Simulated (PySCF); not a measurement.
A side-by-side comparison of computed properties.

First species: C₄H₁₁FN₂Si.
SMILES: `N[C@@H]1CC[C@@H]1N[SiH2]F`

Second species: C3H13FOSi3.
Atom-mapped SMILES: `[CH3:1][C@@H:2]([OH:3])[CH2:4][SiH2:5][SiH2:6][SiH2:7][F:8]` (hydrogens: H9, H10, H11 on C1; H12 on C2; H13 on O3; H14, H15 on C4; H16, H17 on Si5; H18, H19 on Si6; H20, H21 on Si7)

Levels: PBE0/pcSseg-1 for HOMO energy, LUMO energy and HOMO–LUMO gap. Geometries: GFN2-xTB. Each structure is a single optimised conformer of the isolated species, non-relativistic unless stated. Electronic properties by PySCF.

The conformers computed, where there is a choice (atom-mapped SMILES and torsion angles):
- `[NH2:1][C@@H:2]1[CH2:3][CH2:4][C@@H:5]1[NH:6][SiH2:7][F:8]`: C4–C5–N6–Si7 167°, C5–N6–Si7–F8 176°, H–N1–C2–C3 180°, H–N1–C2–C3 60°

The conformers of `C[C@@H](O)C[SiH2][SiH2][SiH2]F` aren't listed.

```csv
property,column X,column Y
HOMO energy,-6.51 eV,-8.02 eV
LUMO energy,0.25 eV,-0.31 eV
HOMO–LUMO gap,6.76 eV,7.71 eV
```

Task: Which column belongs to which species?

Result: Column X is the first species and column Y the second. The first has 19 atoms and 72 electrons, the second 21 and 90.

Task: How does each property change from the first species to the second?

Result: HOMO energy -1.51 eV; LUMO energy -0.56 eV; HOMO–LUMO gap +0.95 eV.

